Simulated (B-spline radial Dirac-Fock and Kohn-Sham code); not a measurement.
**Kohn-Sham estimates against Dirac-Fock for the levels of Tl²⁹⁺**

System: Tl²⁹⁺, [Kr] 4d10 4f6.

The density-functional columns are spherical, spin-unpolarised Dirac-Kohn-Sham results without Breit or QED terms: −ε is minus the orbital energy of the initial state and ΔSCF the difference of two total energies. The reference in the last column comes from ΔSCF Dirac-Fock with Breit, self-energy and vacuum polarisation, finite nucleus, configuration average. All numbers are from a radial B-spline solver, in eV; a selection of levels is shown. For the 1s level of heavy atoms much of the gap between ΔSCF and the reference is the Breit and QED part, -474.0 eV here; for other levels the error of the functional can be larger.

```csv
level,LDA −ε,LDA ΔSCF,Dirac-Fock
K,86348.8,86999.7,86536.6
L1,16171.1,16308.4,16363.0
L2,15572.4,15744.7,15708.6
L3,13509.2,13655.4,13666.9
M1,4601.1,4654.0,4713.0
M2,4330.2,4386.1,4422.0
M3,3869.0,3920.4,3960.0
M4,3419.3,3478.3,3487.7
M5,3320.7,3378.1,3390.9
N1,1718.0,1746.5,1777.5
N2,1600.2,1628.7,1649.8
N3,1475.1,1502.1,1524.4
N4,1282.0,1309.2,1314.8
N5,1257.1,1283.9,1290.1
"N6,7",1008.7,1036.7,1034.5
```

Values without a named source are computed, but for edge energies of neutral atoms, which are taken from tables.
